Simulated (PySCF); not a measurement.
Compound: C8H6O.
Geometry (GFN2-xTB, Å), atoms numbered from 1 in this order:
```xyz
15
C8H6O angstrom
C     -2.811    0.825    1.180
C     -2.279   -0.132    0.682
C     -1.740   -1.295    0.110
C     -0.484   -1.444   -0.344
C      0.555   -0.457   -0.336
C      0.617    0.850    0.094
C      1.928    1.294   -0.173
C      2.575    0.239   -0.744
O      1.760   -0.819   -0.848
H     -3.248    1.676    1.612
H     -2.428   -2.129    0.044
H     -0.188   -2.395   -0.766
H     -0.178    1.407    0.542
H      2.336    2.263    0.029
H      3.579    0.124   -1.105
```

Four sets of settings were typed for PySCF runs (density fitting) on one GFN2-xTB geometry. Runs with no stated cap are allowed at least 80 cycles.

Question: One run ended without self-consistency. Which?
A. KT3/def2-SVPD, DIIS off, level shift 0.9 Eh, at most 57 cycles
B. PBE0/MINI, level shift 2.0 Eh, at most 90 cycles
C. wB97X-D/ANO-RCC-VDZP, DIIS off, start guess random, at most 88 cycles
D. B97-2/pcSseg-1, energy threshold 1e-08 Eh

Answer: C. The energy swings between two values 19 Eh apart, cycle after cycle, with a gradient of 1.9e+01 at cycle 88; DIIS was off. Go back to DIIS and the default start guess. Its energy and orbitals aren't self-consistent and shouldn't be used.

The end of its output:
```
cycle  78  E = -15.8032761651  dE =  1.922e+01  |g| = 1.881e+01  |ddm| = 2.089e+02
cycle  79  E = -35.0197486972  dE = -1.922e+01  |g| = 1.911e+01  |ddm| = 2.089e+02
cycle  80  E = -15.8032761651  dE =  1.922e+01  |g| = 1.881e+01  |ddm| = 2.089e+02
cycle  81  E = -35.0197486972  dE = -1.922e+01  |g| = 1.911e+01  |ddm| = 2.089e+02
cycle  82  E = -15.8032761651  dE =  1.922e+01  |g| = 1.881e+01  |ddm| = 2.089e+02
cycle  83  E = -35.0197486972  dE = -1.922e+01  |g| = 1.911e+01  |ddm| = 2.089e+02
cycle  84  E = -15.8032761651  dE =  1.922e+01  |g| = 1.881e+01  |ddm| = 2.089e+02
cycle  85  E = -35.0197486972  dE = -1.922e+01  |g| = 1.911e+01  |ddm| = 2.089e+02
cycle  86  E = -15.8032761651  dE =  1.922e+01  |g| = 1.881e+01  |ddm| = 2.089e+02
cycle  87  E = -35.0197486972  dE = -1.922e+01  |g| = 1.911e+01  |ddm| = 2.089e+02
cycle  88  E = -15.8032761651  dE =  1.922e+01  |g| = 1.881e+01  |ddm| = 2.089e+02
SCF not converged, last energy = -15.8032761651
```

The others met their thresholds:

| settings | basis functions | SCF cycles | E (Eh) | HOMO (eV) | LUMO (eV) | dipole (D) |
| --- | --- | --- | --- | --- | --- | --- |
| PBE0/MINI, level shift 2.0 Eh, at most 90 cycles | 51 | 65 | -380.0886 | -8.55 | -3.67 | 0.91 |
| KT3/def2-SVPD, DIIS off, level shift 0.9 Eh, at most 57 cycles | 231 | 33 | -389.3986 | -5.19 | -2.31 | 0.93 |
| B97-2/pcSseg-1, energy threshold 1e-08 Eh | 183 | 10 | -383.3940 | -5.88 | -1.58 | 0.96 |

The row «PBE0/MINI, level shift 2.0 Eh, at most 90 cycles» holds settings that only steer the iterations; the run converged, so they did no harm here. The row «KT3/def2-SVPD, DIIS off, level shift 0.9 Eh, at most 57 cycles» holds settings that only steer the iterations; the run converged, so they did no harm here. KT3 was designed for NMR shieldings or shifts; total energies of different functionals aren't comparable.

The pairwise dispersion term of wB97X-D wasn't added to the energies; at a given geometry it leaves orbitals and properties as they are.
